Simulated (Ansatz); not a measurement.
Single points on Ge(NH2)Me3 (C3H11GeN).

```yaml
crystal:
  periodic: [false, false, false]
  atoms:
    - {symbol: C, position_ang: [1.875965, -0.015144, -0.494634]}
    - {symbol: C, position_ang: [-0.914774, 1.605659, -0.470037]}
    - {symbol: C, position_ang: [-0.938184, -1.621420, -0.507441]}
    - {symbol: Ge, position_ang: [0.016380, -0.030614, 0.140329]}
    - {symbol: N, position_ang: [0.110334, -0.209216, 1.999519]}
    - {symbol: H, position_ang: [-0.819517, -0.238521, 2.436906]}
    - {symbol: H, position_ang: [0.613774, 0.570294, 2.441832]}
    - {symbol: H, position_ang: [1.909340, 0.017557, -1.601890]}
    - {symbol: H, position_ang: [2.402337, -0.926640, -0.150019]}
    - {symbol: H, position_ang: [2.420134, 0.870188, -0.108575]}
    - {symbol: H, position_ang: [-0.936495, 1.649298, -1.578316]}
    - {symbol: H, position_ang: [-0.399518, 2.514123, -0.098406]}
    - {symbol: H, position_ang: [-1.960626, 1.624338, -0.102937]}
    - {symbol: H, position_ang: [-1.975536, -1.648279, -0.117360]}
    - {symbol: H, position_ang: [-0.415849, -2.539507, -0.174387]}
    - {symbol: H, position_ang: [-0.987757, -1.622115, -1.614575]}
basis:
  gaussian: {orbitals: def2-TZVP, initial_orbitals: start.molden}
hamiltonian: {xc: pbe0, dispersion: d4}
scf: {omitted_lower_state_checks: [starts]}
output: {orbitals: {seedname: orbitals}}
```

The file start.molden holds the orbitals of an earlier run on this structure, at another level or in another basis.

```sh
$ ansatz run in.yaml --threads 4 --pin off --events-out ev --progress --plain --max-ram 4787MiB
```

It prints (some lines left out):

```
Functional definition: PBE0
1580 factors; their error is unknown
mean field evaluation 1: about -61285.5799 eV, gradient 1.4e2 eV
mean field evaluation 2: about -61288.4867 eV, gradient 3.8e0 eV
mean field evaluation 4: about -61288.7874 eV, gradient 4.0e-1 eV
mean field evaluation 8: about -61288.7876 eV, gradient 2.1e-5 eV
mean field -61288.78762937 eV, -2252.3214023471 hartree, gradient 2.1e-5 eV, S^2 0.000000; 0 other end points of the search recorded, 0 dependent functions left out
reference -61288.78766490 eV, -2252.3214036529 hartree; 34, 34 occupied and 204, 204 virtual orbitals, 1580 factors
Total energy: -61289.06498169 eV, -2252.3315948567 hartree
Checks for a lower state left out: starts
```

Hardware: 4 threads of Arm Neoverse V2 on a shared host. Wall time 3.4 s, peak host memory 0.72 GiB.

As the first input, with `correlation: {method: mp2}` and without the key `hamiltonian` (abridged; 3.8 s):

```
Functional definition: HF
mean field -61223.54668314 eV, -2249.9238417950 hartree, gradient 1.6e-6 eV, S^2 0.000000
13 core orbitals not correlated: weight in the atoms' cores, before any rotation towards them, 1.000 or more for the frozen orbitals, at most 0.000 for the correlated occupied ones
second order -26.98064112 eV of doubles, -0.00000000 eV of singles
Total energy: -61250.52732426 eV, -2250.9153620679 hartree
Checks for a lower state left out: starts
```

First input, but with `gaussian: {orbitals: def2-SVP, initial_orbitals: start.molden}`, `hamiltonian: {xc: pbe, dispersion: d4}` (abridged; 1.5 s):

```
Functional definition: PBE
mean field -61273.79062854 eV, -2251.7702727320 hartree, gradient 2.7e-5 eV, S^2 0.000000
Total energy: -61274.11461822 eV, -2251.7821791330 hartree
Checks for a lower state left out: starts
```

Geometry: PBE-D4/def2-SVP.

Correlated methods freeze 13 core orbitals; core or outer-core shells of Ge are correlated, in sets that lack core-valence functions.
